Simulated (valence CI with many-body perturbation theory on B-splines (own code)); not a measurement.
The numbers below are computed, except where a source is named.
## Tb51+: what the settings do

Method: valence CI with perturbative core correlation (CI+MBPT): four valence electrons over a frozen Dirac-Fock core [Ne], a basis of 6 s, 6 p, 5 d, 3 f, 1 g functions for each j, with the one-electron correlation potential Σ1, the two-electron term Σ2, the three-electron term Σ3, Breit, model QED; selected CI, second order for the rest, scaled by the run's own slope (own B-spline code, finite nucleus).

No measured spectrum was set against this ion. As an estimate, large intervals hold to a few tenths of a per cent, small ones and those within an open d or f shell to about a per cent.

The reference run has the lowest level (3s^2 3p1/2^2) J=0 and an ionisation energy of 4761.44 eV. Its largest variational space holds 9998 state functions.

Levels are named by their leading jj configuration (3d3/2^4 stands for four electrons in 3d with j = 3/2), which in mixed levels can hold well under half, so a name can repeat and another be missing. Letters in brackets count levels of one name in rising energy.

Changed runs:
A. shift of the energy in Σ1 (hartree) 0 → 33.611; cutoff of virtual states (hartree) 8450 → 168000
B. selection threshold (hartree) 2e-08 → 1e-05
C. correlating orbitals by l 3 3 3 2 1 → 6 1 4 4 1
D. size limit of the variational space 10000 → 100; second order for the rest on → off (bad on purpose)

Excitation energies of the reference run in cm⁻¹, and shifts in cm⁻¹:

```tsv
Level	Reference	A	B	C	D
(3s^2 3p1/2 3p3/2) J=1	1487830	+141	-9.4	-47	+2967
(3s^2 3p1/2 3p3/2) J=2	1553000	+141	-10	-61	+4963
(3s 3p1/2^2 3p3/2) J=2	2591360	+33	-8.9	+10	+4155
(3s 3p1/2^2 3p3/2) J=1	2788680	+41	-7.9	-35	+4421
(3s^2 3p1/2 3d3/2) J=2	2995170	+94	-12	-341	+4352
(3s^2 3p3/2^2) J=2	3088640	+281	-7.6	-108	+3883
(3s^2 3p3/2^2) J=0	3229350	+283	+0.1	-115	+721
(3s^2 3p1/2 3d3/2) J=1	3281780	+86	-12	-262	+5199
(3s^2 3p1/2 3d5/2) J=2	3471720	+147	-13	-322	+3993
(3s^2 3p1/2 3d5/2) J=3	3479470	+150	-6.2	-366	+4646
(3s 3p1/2 3p3/2^2) J=2 [a]	4046550	+168	-6.1	-38	+2877
(3s 3p1/2^2 3d3/2) J=1	4124720	-16	-7.5	-302	+2574
Ionisation energy (eV)	4761.44	+0.13	-0.00013	-0.018	-0.03
```
